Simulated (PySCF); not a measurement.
Compound: C₈H₉O₂P.
Numbering: `[CH3:1][O:2][C:3](=[O:4])[c:5]1[cH:6][cH:7][cH:8][c:9]([CH3:10])[p:11]1`

Geometry (GFN2-xTB, Å), atoms numbered from 1 in this order:
```xyz
20
C8H9O2P angstrom
C      3.7609    1.0857   -0.2836
O      2.3679    0.8331   -0.2514
C      1.9899   -0.4290    0.0274
O      2.7647   -1.3267    0.2442
C      0.5217   -0.5191    0.0215
C     -0.0791   -1.7398    0.2884
C     -1.4492   -1.9121    0.3036
C     -2.3331   -0.8722    0.0513
C     -1.9585    0.4275   -0.2382
C     -3.0292    1.4513   -0.4906
P     -0.2998    0.9786   -0.3345
H      4.2406    0.4643   -1.0433
H      4.2091    0.8620    0.6872
H      3.8749    2.1397   -0.5238
H      0.5767   -2.5762    0.4904
H     -1.8502   -2.8916    0.5196
H     -3.3939   -1.0929    0.0831
H     -2.5898    2.4238   -0.7050
H     -3.6792    1.5480    0.3789
H     -3.6495    1.1563   -1.3369
```

NICS is the negative of the GIAO shielding at a point without a nucleus: at the ring centre (0) and 1 Å above and below it (1); zz is the component along the ring normal. Level: GIAO PBE0/pcSseg-1 (PySCF, non-relativistic, gas phase) on the GFN2-xTB geometry, one conformer.

Ring bond lengths (Å), with Mayer bond orders in brackets: C5–C6 1.386 (1.39), C6–C7 1.381 (1.44), C7–C8 1.388 (1.44), C8–C9 1.383 (1.40), C9–P11 1.751 (1.25), P11–C5 1.745 (1.26).

Task: Give the NICS values of each ring in ppm.

Result: 
```json
{"ring": "C5–C6–C7–C8–C9–P11", "type": "6-membered ring with P; formal bonds all aromatic", "NICS(0)": "-7.2", "NICS(1), two faces": "-10.3 / -10.3", "NICS(1)zz, two faces": "-24.8 / -24.8", "rms pucker (Å)": "0.00", "centre to ring atoms, mean (Å)": "1.50"}
```

Task: What can be read from them?

Result: 
- C5–C6–C7–C8–C9–P11: mean NICS(1)zz -24.8 ppm, shielded.

Task: How equal are the bonds by HOMA? HOMA = 1 − mean of α(R − Ropt)² over the ring bonds, with Krygowski's 1993 parameters (CC: Ropt 1.388 Å, α 257.7 Å⁻²; CP: Ropt 1.698 Å, α 118.91 Å⁻²).

Result: 
- C5–C6–C7–C8–C9–P11: HOMA 0.90; the largest term is that of C9–P11, α(R − Ropt)² = 0.33.

Task: At the second NICS(1) probe listed for ring C5–C6–C7–C8–C9–P11, 1 Å off the ring, what do the in-plane components average?

Result: The isotropic value is a third of the trace: (3 × -10.3 − (-24.8))/2 = -3.1 ppm.

Task: List the ring angles and the Hirshfeld charges of the ring atoms.

Result: 
- C5–C6–C7–C8–C9–P11: C5 126.2° (-0.083 e), C6 122.8° (-0.035 e), C7 122.4° (-0.039 e), C8 124.7° (-0.038 e), C9 124.3° (-0.043 e), P11 99.5° (+0.099 e); sum 720.0° against 720° for a flat convex ring.
